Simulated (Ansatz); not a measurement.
The same path of C3H8SSi (13 atoms, charge 0, multiplicity 1) was run 3 times with different band settings. Lost on the way: C4–H13. Made: S5–H13.

Level of theory: RHF/cc-pVDZ (Ansatz).

Relaxed end points:

```xyz
13
Properties=species:S:1:pos:R:3
C -1.836 -0.329 -0.097
Si -0.094 -1.039 -0.275
C 1.229 0.087 0.551
C 1.218 1.473 0.016
S 2.188 2.073 -1.129
H -1.929 0.630 -0.612
H -2.567 -1.015 -0.534
H -2.099 -0.184 0.955
H 0.257 -1.204 -1.709
H -0.008 -2.362 0.405
H 1.015 0.097 1.625
H 2.200 -0.382 0.384
H 0.447 2.120 0.435
```

```xyz
13
Properties=species:S:1:pos:R:3
C -1.953 -0.573 0.042
Si -0.158 -1.010 -0.329
C 1.070 0.064 0.705
C 0.924 1.461 0.258
S 2.258 1.975 -0.669
H -2.153 0.474 -0.195
H -2.627 -1.199 -0.548
H -2.180 -0.732 1.100
H 0.141 -0.843 -1.776
H 0.126 -2.423 0.047
H 0.676 -0.037 1.721
H 2.065 -0.397 0.651
H 1.834 3.205 -0.992
```

Common settings: optimiser quadratic models (default); start path through a guess of the saddle point; force threshold 0.05 eV/Å; iteration limit 60; end points relaxed.

| run | movable images | climbing image | spring |
| --- | --- | --- | --- |
| 1 | 7 | yes | 5.0 eV/Å² |
| 2 | 7 | yes | 0.5 eV/Å² |
| 3 | 6 | no | 5.0 eV/Å² |

What does each run give, and how far can it be trusted?

Run 1: converged after 11 iterations, highest image 3.771 eV above the first end. Neighbouring images differ by up to 2.0 eV, so the band resolves the path poorly. A vibrational analysis at the climbing image gives one clearly imaginary mode, 2080i cm⁻¹: a first-order saddle point.
Run 2: converged after 26 iterations, highest image 3.770 eV above the first end. Neighbouring images differ by up to 1.7 eV, so the band resolves the path poorly. Another band between the same ends (7 images) ends at a top of the same energy, where a vibrational analysis finds 1 clearly imaginary mode.
Run 3: converged after 30 iterations, highest image 3.744 eV above the first end. Neighbouring images differ by up to 2.1 eV, so the band resolves the path poorly. No image climbed, so the highest image needn't sit at the top of the path.
The orbitals stay closed-shell, which can raise the energy where a bond breaks towards radicals; this wasn't checked here.
